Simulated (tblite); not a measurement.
Record of a relaxation.

Species: C₄H₁₀BCl₂Ga.
Atom-mapped SMILES: `[CH2:1]=[C:2]([CH3:3])[CH2:4][BH-:5]1[Cl+:6][GaH2-:7][Cl+:8]1` (hydrogens: H9, H10 on C1; H11, H12, H13 on C3; H14, H15 on C4; H16 on B5; H17, H18 on Ga7)
Bond orders are those of one Lewis drawing.

Computed with GFN2-xTB (tblite), gas phase: L-BFGS steps from a force-field or distance-geometry start until the largest atomic force falls under 0.01 eV/Å. 7 of its 165 geometries are shown.

Step 0: E = -687.8516 eV, largest atomic force 1.458 eV/Å
```
atom  x, y, z in Å  |  force x, y, z in eV/Å
C1     -2.048    1.571    0.013   -1.022  -0.567   0.474
C2     -1.529    0.436   -0.436    0.101  -0.063   0.411
C3     -2.224   -0.872   -0.212   -1.140  -0.266   0.162
C4     -0.210    0.391   -1.152   -0.725   1.177  -0.462
B5      0.890   -0.485   -0.443    0.167  -0.673  -0.068
Cl6     2.413   -0.429   -1.538    0.270  -0.499  -1.163
Ga7     3.729   -0.279    0.211    0.780  -0.101   0.313
Cl8     1.742    0.204    1.037   -0.587   0.419   1.183
H9     -1.575    2.536   -0.114   -0.320  -0.236   0.092
H10    -3.033    1.465    0.530    1.043   0.692  -0.439
H11    -1.535   -1.712   -0.069   -0.268   0.391   0.060
H12    -2.925   -0.799    0.665    0.737  -0.157  -0.810
H13    -2.851   -1.119   -1.096    0.343   0.131   0.429
H14    -0.428   -0.070   -2.145    0.336   0.505   0.407
H15     0.071    1.471   -1.259    0.064  -0.876  -0.375
H16     0.501   -1.584   -0.220    0.521  -0.024  -0.044
H17     4.328   -1.693    0.639   -0.159   0.296  -0.082
H18     4.677    0.976    0.312   -0.142  -0.150  -0.088
```

Step 27: E = -688.2531 eV, largest atomic force 0.123 eV/Å
```
atom  x, y, z in Å  |  force x, y, z in eV/Å
C1     -1.996    1.562    0.101    0.047  -0.047   0.011
C2     -1.516    0.419   -0.366    0.043   0.002  -0.031
C3     -2.272   -0.874   -0.227    0.049   0.106  -0.040
C4     -0.223    0.361   -1.146    0.007  -0.068   0.035
B5      0.919   -0.594   -0.518   -0.106   0.025  -0.057
Cl6     2.462   -0.517   -1.644    0.059  -0.053   0.073
Ga7     3.675   -0.196    0.238   -0.076   0.038   0.009
Cl8     1.611    0.160    1.089    0.005  -0.008  -0.020
H9     -1.473    2.497   -0.026   -0.045  -0.067   0.023
H10    -2.938    1.608    0.623    0.055   0.012   0.030
H11    -1.604   -1.706   -0.010   -0.051   0.110   0.011
H12    -3.019   -0.800    0.560    0.017  -0.011  -0.077
H13    -2.776   -1.092   -1.170   -0.014  -0.033   0.048
H14    -0.470   -0.010   -2.148    0.024   0.016   0.027
H15     0.161    1.379   -1.269   -0.091  -0.068  -0.009
H16     0.668   -1.729   -0.323   -0.004   0.045  -0.018
H17     4.218   -1.527    0.811    0.077  -0.055  -0.009
H18     4.565    1.065    0.147    0.004   0.056  -0.006
```

Step 55: E = -688.3351 eV, largest atomic force 0.104 eV/Å
```
atom  x, y, z in Å  |  force x, y, z in eV/Å
C1     -1.659    1.500    0.329    0.056  -0.088   0.003
C2     -1.434    0.403   -0.378    0.000   0.055  -0.033
C3     -2.352   -0.778   -0.328   -0.047  -0.041   0.020
C4     -0.225    0.248   -1.265    0.070  -0.012  -0.026
B5      0.841   -0.781   -0.617   -0.069  -0.023  -0.006
Cl6     2.486   -0.786   -1.584   -0.005   0.043   0.050
Ga7     3.525    0.003    0.274   -0.004   0.007   0.014
Cl8     1.417   -0.082    1.055    0.011  -0.010   0.037
H9     -0.988    2.342    0.300   -0.011   0.034   0.006
H10    -2.512    1.589    0.981    0.002   0.032  -0.032
H11    -1.881   -1.594    0.217    0.001   0.003  -0.007
H12    -3.285   -0.526    0.170    0.008  -0.010  -0.040
H13    -2.561   -1.134   -1.336   -0.053   0.005   0.034
H14    -0.551   -0.128   -2.240   -0.001   0.017   0.030
H15     0.216    1.235   -1.434    0.032  -0.049   0.030
H16     0.494   -1.897   -0.470    0.022   0.025  -0.006
H17     4.411   -1.051    0.996    0.004  -0.010  -0.055
H18     4.051    1.445    0.052   -0.016   0.020  -0.018
```

Step 82: E = -688.3588 eV, largest atomic force 0.045 eV/Å
```
atom  x, y, z in Å  |  force x, y, z in eV/Å
C1     -1.510    1.474    0.372    0.007  -0.034   0.003
C2     -1.389    0.381   -0.365    0.007   0.024   0.014
C3     -2.430   -0.698   -0.376   -0.004  -0.006   0.028
C4     -0.172    0.142   -1.220    0.028  -0.008  -0.012
B5      0.840   -0.952   -0.597   -0.031  -0.011  -0.019
Cl6     2.496   -0.868   -1.545   -0.010  -0.008   0.012
Ga7     3.419    0.149    0.256    0.004  -0.024   0.019
Cl8     1.399   -0.361    1.123    0.007  -0.007  -0.005
H9     -0.749    2.236    0.383   -0.004   0.025   0.010
H10    -2.366    1.650    1.000   -0.022  -0.003  -0.006
H11    -2.096   -1.542    0.228    0.013   0.011  -0.024
H12    -3.373   -0.337    0.029    0.045   0.000   0.002
H13    -2.596   -1.062   -1.388   -0.005   0.009  -0.005
H14    -0.500   -0.181   -2.211    0.013   0.000  -0.006
H15     0.352    1.096   -1.348   -0.012  -0.001  -0.005
H16     0.488   -2.074   -0.536    0.010   0.026   0.016
H17     4.550   -0.721    0.870   -0.010   0.004  -0.002
H18     3.629    1.673    0.047   -0.037   0.002  -0.021
```

Step 109: E = -688.3770 eV, largest atomic force 0.035 eV/Å
```
atom  x, y, z in Å  |  force x, y, z in eV/Å
C1     -1.406    1.484    0.401    0.011  -0.021  -0.001
C2     -1.307    0.395   -0.344    0.000  -0.003  -0.006
C3     -2.389   -0.638   -0.411   -0.020   0.000   0.011
C4     -0.084    0.093   -1.169    0.021  -0.001   0.009
B5      0.819   -1.107   -0.572    0.014   0.000  -0.002
Cl6     2.495   -1.079   -1.482   -0.016  -0.006   0.005
Ga7     3.225    0.231    0.220   -0.001   0.016   0.001
Cl8     1.369   -0.616    1.183   -0.015   0.017  -0.019
H9     -0.616    2.218    0.451   -0.001  -0.017  -0.014
H10    -2.281    1.693    0.993    0.016  -0.016  -0.005
H11    -2.040   -1.566    0.040   -0.011  -0.004  -0.004
H12    -3.282   -0.309    0.111   -0.004   0.013   0.016
H13    -2.644   -0.851   -1.448   -0.014  -0.002  -0.004
H14    -0.403   -0.151   -2.186    0.001  -0.007   0.000
H15     0.525    1.006   -1.234    0.011   0.023   0.007
H16     0.398   -2.206   -0.562    0.012   0.033  -0.004
H17     4.526   -0.330    0.847    0.007  -0.003   0.011
H18     3.086    1.742   -0.115   -0.011  -0.020  -0.001
```

Step 137: E = -688.3813 eV, largest atomic force 0.023 eV/Å
```
atom  x, y, z in Å  |  force x, y, z in eV/Å
C1     -1.300    1.429    0.447    0.004  -0.007  -0.006
C2     -1.271    0.373   -0.350   -0.018  -0.005  -0.004
C3     -2.413   -0.594   -0.435   -0.002  -0.003  -0.011
C4     -0.069    0.049   -1.197   -0.016  -0.010   0.005
B5      0.829   -1.145   -0.582    0.013   0.006   0.015
Cl6     2.526   -1.108   -1.445   -0.004  -0.003  -0.003
Ga7     3.143    0.295    0.232    0.001  -0.003  -0.006
Cl8     1.327   -0.640    1.183   -0.004   0.002   0.002
H9     -0.470    2.115    0.515    0.010   0.015  -0.003
H10    -2.153    1.653    1.064    0.005   0.010   0.012
H11    -2.118   -1.554   -0.011    0.000   0.012  -0.019
H12    -3.280   -0.224    0.105    0.021  -0.006   0.006
H13    -2.690   -0.762   -1.474   -0.008  -0.007  -0.001
H14    -0.406   -0.211   -2.203   -0.005   0.000  -0.004
H15     0.546    0.956   -1.284   -0.011   0.002   0.003
H16     0.410   -2.243   -0.577    0.004  -0.006   0.002
H17     4.462   -0.156    0.908    0.012  -0.008   0.007
H18     2.919    1.775   -0.172   -0.004   0.012   0.006
```

Step 164: E = -688.3854 eV, largest atomic force 0.008 eV/Å
```
atom  x, y, z in Å  |  force x, y, z in eV/Å
C1     -1.255    1.411    0.443    0.002   0.002   0.000
C2     -1.266    0.358   -0.357    0.000  -0.008   0.000
C3     -2.434   -0.573   -0.451   -0.002  -0.003   0.000
C4     -0.077    0.004   -1.212   -0.004   0.004  -0.002
B5      0.842   -1.157   -0.561    0.000   0.006   0.003
Cl6     2.545   -1.103   -1.410    0.000  -0.002  -0.001
Ga7     3.126    0.333    0.254   -0.004   0.003  -0.005
Cl8     1.315   -0.615    1.198   -0.001  -0.001   0.002
H9     -0.405    2.075    0.499    0.002   0.004   0.001
H10    -2.092    1.661    1.073   -0.001  -0.003  -0.001
H11    -2.118   -1.591   -0.229    0.003  -0.006   0.000
H12    -3.220   -0.287    0.242   -0.001   0.007   0.004
H13    -2.841   -0.567   -1.461    0.001   0.001  -0.007
H14    -0.429   -0.302   -2.200    0.000   0.002   0.002
H15     0.529    0.910   -1.347    0.001  -0.003   0.000
H16     0.446   -2.265   -0.539   -0.001  -0.003   0.000
H17     4.449   -0.092    0.943    0.003  -0.002   0.002
H18     2.877    1.807   -0.161    0.003   0.002   0.000
```

**Question.** Summarise the path.

**Answer.** The energy falls by 0.5338 eV from step 0 to step 164; nine tenths of that is first reached at step 53. It falls at every step. The largest force goes from 1.458 to 0.008 eV/Å. Among the bonds Cl6–Ga7 changes most, from 2.194 to 2.273 Å; the atoms move by 0.953 Å rms after alignment.

What follows is the cost of the whole relaxation. The run took 2.6 s wall on Arm Neoverse N1, one thread, no GPU, shared host.
